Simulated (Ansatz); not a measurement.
The cluster Hf2P2. The state is a triplet with charge 0. Geometry PBE-D4/def2-SVP; atoms count from 1.

```xyz
4

Hf    0.619    0.918   -0.873
Hf   -0.096   -0.445    1.334
P     1.102   -1.446   -0.535
P    -1.625    0.973    0.074
```

In the def2 sets Hf takes a core potential; there is no spin–orbit coupling. At PBE0-D4/def2-TZVP a broken-symmetry singlet of charge 0 lies 0.11 eV below the triplet, each at its own geometry. The structure comes from a short search, and lower isomers may exist.

Estimate the Mulliken populations from the PBE0/def2-TZVP orbitals of Ansatz.


| atom | charge (e) | spin (α − β) | d electrons |
| --- | --- | --- | --- |
| Hf1 | 0.47 | 1.04 | 2.41 |
| Hf2 | 0.47 | 1.04 | 2.41 |
| P3 | -0.47 | -0.04 | – |
| P4 | -0.47 | -0.04 | – |
Mulliken values and Mayer orders depend strongly on the basis.

Where does the spin sit?

Summed by element: Hf 2.08, P -0.08, of 2 unpaired in all. Largest on single atoms: Hf1 1.04, Hf2 1.04, P3 -0.04.

And the Mayer bond orders between bonded heavy atoms (over 0.3)?

Hf1–Hf2 1.53 (2.69 Å); Hf1–P3 1.56 (2.44 Å); Hf1–P4 1.56 (2.44 Å); Hf2–P3 1.56 (2.44 Å); Hf2–P4 1.56 (2.44 Å).
